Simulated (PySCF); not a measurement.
**RhO₄⁻: tetrahedral to square-planar path**

These are results of UPBE/[Rh def2-SVPD with ECP28, O def2-SVPD], scalar-relativistic core potentials, density fitting, no spin–orbit coupling, PySCF, not measurements.

Rigid scan from the triplet minimum (Rh–O 1.768 Å (×4); O–Rh–O 109.5° (×6)). Coordinate: D2d path, angle between each bond and the S4 axis (54.74 tetrahedral, 90 square planar), bonds fixed. Energies in kJ/mol from the minimum.

(1) Predict the curve at 45.0, 50.0, 54.7, 60.0, 66.0, 72.0, 78.0, 84.0, 90.0.

Answers

(1) 
```csv
angle of the bonds to the S4 axis (°),E (kJ/mol),"dipole size (D, about the centre of mass)",⟨S²⟩
45.0,78.9,0.00,2.01
50.0,17.1,0.00,2.01
54.7,0.0,0.00,2.01
60.0,18.0,0.00,2.01
66.0,74.6,0.00,2.01
72.0,159.1,0.00,2.01
78.0,269.8,0.08,2.02
84.0,269.5,0.03,2.01
90.0,270.5,0.00,2.01
```

With the bonds held, the square planar shape lies 270.5 kJ/mol from the minimum.

Open d and f shells are described by one determinant, and the ground state may have another occupation or spin.

The scan took about 14 core-minutes on a shared host.
